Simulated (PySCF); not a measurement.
Precursor series Ta F-NH2. All species are isolated molecules in the gas phase. One relaxed conformer stands for each flexible species; it need not be the lowest.

These are PySCF with PBE-D3(BJ)/def2-TZVP // PBE-D3(BJ)/def2-SVP values and carry that method's errors. All candidates: neutral, multiplicity 1. 

```
Quantity          Value
-------------  --------
LUMO           -3.32 eV
HOMO–LUMO gap   4.13 eV
HOMO           -7.45 eV
```

Problem. Name which member has these values.
A) [Ta(NH2)5]
B) [Ta(F)2(NH2)3]
C) [Ta(F)4(NH2)]
D) [Ta(F)(NH2)4]

Solution. C, [Ta(F)4(NH2)]. The others give [Ta(F)(NH2)4]: -1.47 eV, 4.28 eV, -5.74 eV; [Ta(NH2)5]: -1.19 eV, 3.89 eV, -5.08 eV; [Ta(F)2(NH2)3]: -2.32 eV, 3.67 eV, -6.00 eV
